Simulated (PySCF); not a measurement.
Job file and geometry (Å, from GFN2-xTB) of an NMR shielding run on `[AlH2][N]([SiH3])[SiH2]N[SiH3]`, AlH$_{11}$N$_{2}$Si$_{3}$, GIAO PBE0/pcSseg-1 NMR shielding, non-relativistic, gas phase (PySCF); density fitting, a coarse starting grid and PySCF grid level 2 are the driver's defaults:

```
$ OMP_NUM_THREADS=1 python probes_run.py task.json out

{"job": {"kind": "nmr", "xc": "PBE0", "basis": "pcSseg-1"}, "charge": 0, "multiplicity": 1}
Al    -0.576914     0.315013    -1.488103
N     -1.283840    -0.301710     0.149779
Si    -2.787230    -0.533313     0.989789
Si     0.230361    -0.642780     0.868335
N      1.233087    -0.147709    -0.562435
Si     2.548270     1.002598    -0.370089
H     -0.602428     1.848247    -1.723162
H     -0.655483    -0.679392    -2.682578
H     -2.836746     0.359936     2.154096
H     -3.858849    -0.243000     0.038256
H     -2.844355    -1.919475     1.471879
H      0.637302     0.185433     2.004542
H      0.567294    -2.046552     1.132093
H      1.569750    -0.984101    -1.028733
H      3.472691     0.442769     0.622062
H      3.200163     1.094694    -1.675234
H      1.979928     2.261372     0.089593
```

Question: What does the program print?

Answer: 
```
coarse grid: 15440 points
cycle   1  E = -1226.3564326834  dE =  2.590e-01  |g| = 6.232e-01  |ddm| = 3.752e+00
cycle   2  E = -1226.2085000953  dE =  1.479e-01  |g| = 9.992e-01  |ddm| = 1.706e+00
cycle   3  E = -1226.4392086215  dE = -2.307e-01  |g| = 1.006e-01  |ddm| = 1.275e+00
cycle   4  E = -1226.4411725368  dE = -1.964e-03  |g| = 4.471e-02  |ddm| = 1.294e-01
cycle   5  E = -1226.4415343702  dE = -3.618e-04  |g| = 1.395e-02  |ddm| = 4.179e-02
cycle   6  E = -1226.4415776738  dE = -4.330e-05  |g| = 1.186e-03  |ddm| = 1.423e-02
cycle   7  E = -1226.4415780197  dE = -3.459e-07  |g| = 3.336e-04  |ddm| = 1.836e-03
final grid: 128744 points
cycle   8  E = -1226.4682496163  dE = -1.057e-05  |g| = 6.081e-03  |ddm| = 1.518e-02
cycle   9  E = -1226.4682369496  dE =  1.267e-05  |g| = 9.740e-03  |ddm| = 1.399e-02
cycle  10  E = -1226.4682573694  dE = -2.042e-05  |g| = 5.200e-04  |ddm| = 8.900e-03
cycle  11  E = -1226.4682574005  dE = -3.111e-08  |g| = 2.952e-04  |ddm| = 6.489e-04
cycle  12  E = -1226.4682574188  dE = -1.838e-08  |g| = 3.244e-05  |ddm| = 2.491e-04
cycle  13  E = -1226.4682574190  dE = -1.951e-10  |g| = 6.764e-06  |ddm| = 3.744e-05
converged SCF energy = -1226.4682574190

GIAO shielding tensors (ppm)
atom      isotropic    diamagn.    paramagn.     s11        s22        s33       span
  0 Al     415.138     796.725    -381.587    372.691    410.079    462.643     89.953
  1 N      238.109     330.066     -91.957    224.292    232.794    257.240     32.947
  2 Si     412.663     879.273    -466.610    373.784    390.329    473.876    100.092
  3 Si     367.756     882.504    -514.748    324.062    340.742    438.464    114.402
  4 N      249.148     329.010     -79.862    225.199    249.934    272.311     47.113
  5 Si     398.425     879.374    -480.949    369.272    377.123    448.881     79.610
  6 H       27.225      31.179      -3.954     24.256     25.417     32.002      7.746
  7 H       27.150      30.968      -3.818     24.219     24.797     32.433      8.214
  8 H       26.822      28.705      -1.883     23.093     25.127     32.245      9.152
  9 H       26.941      28.597      -1.656     23.309     25.309     32.205      8.895
 10 H       26.879      28.424      -1.544     23.228     25.112     32.298      9.070
 11 H       26.225      31.625      -5.400     22.607     25.202     30.864      8.257
 12 H       26.087      31.106      -5.019     22.654     24.270     31.337      8.683
 13 H       30.388      33.951      -3.562     22.912     27.350     40.903     17.991
 14 H       27.004      28.482      -1.478     23.227     25.296     32.490      9.263
 15 H       27.014      28.378      -1.364     23.347     25.133     32.562      9.215
 16 H       26.918      29.438      -2.520     23.452     25.966     31.335      7.883
```

Size and cost of the density-fitted run: 185 basis functions, 39 s wall time on 1 thread of an Intel Xeon Platinum 8259CL, shared host; peak memory 0.84 GiB.
